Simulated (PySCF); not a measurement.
Fill in the blanks.

Species: C2H6OSSi.
Structure used (PBE0-D3(BJ)/def2-SVP), in Å, numbered top down from 1:
```
atom  x, y, z in Å
C1    -1.801   -0.033   -0.163
C2    -0.429   -0.381    0.301
S3    -0.132   -1.456    1.491
Si4    1.099    0.433   -0.504
O5     2.431   -0.128    0.298
H6    -1.968    1.053   -0.056
H7    -1.896   -0.248   -1.242
H8    -2.577   -0.581    0.389
H9     1.104    0.062   -1.951
H10    0.966    1.915   -0.391
H11    2.155   -0.785    0.962
```

| property | level | value |
| --- | --- | --- |
| rotational constants A, B, C | PBE0-D3(BJ)/def2-SVP | ? |
| dipole moment | B3LYP/def2-SVPD | 2.63 D |
| HOMO energy | B3LYP/def2-SVPD | ? |
| LUMO energy | B3LYP/def2-SVPD | -2.94 eV |
| lowest singlet excitation | TDDFT B3LYP/def2-SVPD | 2.35 eV (529 nm, f = 0.000) |
| lowest triplet excitation (Tamm–Dancoff) | TDA B3LYP/def2-SVPD | 1.85 eV |
| static isotropic polarisability | B3LYP/def2-SVPD | ? |
| vertical ionisation energy | ΔSCF B3LYP/def2-SVPD | 8.93 eV |
| vertical electron affinity | ΔSCF B3LYP/def2-SVPD | ? |
| electronic spatial extent ⟨r²⟩ about the centre of nuclear charge | B3LYP/def2-SVPD | 744 bohr² |
| 13C chemical shifts (computed TMS as zero) by class | GIAO KT3/pcSseg-2 | ? |
| 1H chemical shifts (computed TMS as zero) by class | GIAO KT3/pcSseg-2 | ? |
| isotropic shieldings of nuclei other than C and H, by class | GIAO KT3/pcSseg-2 | 294 (O5), 408 (Si4), -515 (S3) ppm |

Gas-phase values; electronic properties from PySCF, density fitting. The structure is a single PBE0-D3(BJ)/def2-SVP conformer in the gas phase; no vibrational or solvent corrections.

(1) Give the 13C chemical shifts (computed TMS as zero) by class.

(2) What are the 1H chemical shifts (computed TMS as zero) by class?

(3) What are the rotational constants A, B, C?

(4) Give the vertical electron affinity.

(5) What is the static isotropic polarisability?

(6) What is the HOMO energy?

Answers

(1) 303.5 (C2), 45.9 (C1) ppm.

(2) 4.89 (H9/H10), 3.56 (H6/H7/H8), 2.72 (H11) ppm.

(3) 4.231, 2.481, 1.610 GHz.

(4) 0.91 eV.

(5) 78.2 au.

(6) -6.65 eV.

From the two ΔSCF values, the fundamental gap I − A is 8.02 eV and the Mulliken electronegativity (I + A)/2 is 4.92 eV. The rotational constants make it an asymmetric top with κ = (2B − A − C)/(A − C) = -0.33, nearer the prolate limit (−1). The vertical singlet–triplet gap S1 − T1 is 0.50 eV (TDDFT singlet less Tamm–Dancoff triplet; S1: HOMO→LUMO, weight 1.00; T1: HOMO→LUMO, weight 0.99). The polarisability is 11.59 Å³ as a volume (1 au = 0.148185 Å³), or 1.40 au for each of the 56 electrons. The largest Löwdin shares of the HOMO are 0.68 on S3, 0.14 on C2, 0.06 on Si4 and 0.04 on C1.
